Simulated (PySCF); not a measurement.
A structure optimised at PBE0-D3(BJ)/def2-SVP, used in a PySCF frequency run:

```
Si
N 1 1.7293
H 2 1.0135 1 121.18
H 2 1.0136 3 111.20 1 150.61
N 1 1.7578 2 117.80 3 62.08
H 5 1.0173 1 118.47 2 68.77
Si 5 1.7467 6 117.77 1 -175.17
H 1 1.4954 2 103.71 3 -176.29
H 7 1.4990 5 110.74 6 -49.44
H 7 1.5000 9 106.61 5 -122.89
C 7 1.8836 9 112.22 10 -120.41
H 11 1.1011 7 111.85 9 85.68
H 11 1.1034 12 107.61 7 118.98
Si 11 1.8977 12 112.66 13 119.03
H 14 1.4968 11 112.37 12 -82.89
H 14 1.4980 15 108.15 11 -121.82
```

Problem. Write its SMILES and formula.

Solution. N[Si@@H]1N[SiH2]C[SiH2]1, CH10N2Si3

Problem. What are its rotational constants (standard atomic weights)?

Solution. 2.4978, 1.5543, 1.1043 GHz
